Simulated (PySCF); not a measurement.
Computed IR spectrum (relative IR intensity) of a molecule C₄H₇ClSi. Coordinates come from a PBE-D3(BJ)/def2-SVP optimisation. One conformer was computed; it need not be the lowest. All values below come from PBE-D3(BJ)/def2-SVP in PySCF. Frequencies are harmonic and unscaled.

Lines under 2 % of the strongest are left out, and lines within 2 cm⁻¹ are merged.

| ν (cm⁻¹) | relative intensity |
|---|---|
| 411 | 5.8 |
| 471 | 6.2 |
| 636 | 6.5 |
| 678 | 4.7 |
| 729 | 16 |
| 748 | 8.4 |
| 758 | 19 |
| 821 | 16 |
| 856 | 9.8 |
| 867 | 100 |
| 909 | 27 |
| 1214 | 4.6 |
| 1298 | 34 |
| 1997 | 9.5 |
| 2147 | 48 |
| 2175 | 29 |
| 3125 | 2.5 |

Identify the compound among the candidates.
A. ClC1=CCC[SiH2]1
B. C[SiH2]C=C=CCl
C. C=C=C([SiH3])CCl
D. C=C/C([SiH3])=C\Cl

B, C[SiH2]C=C=CCl
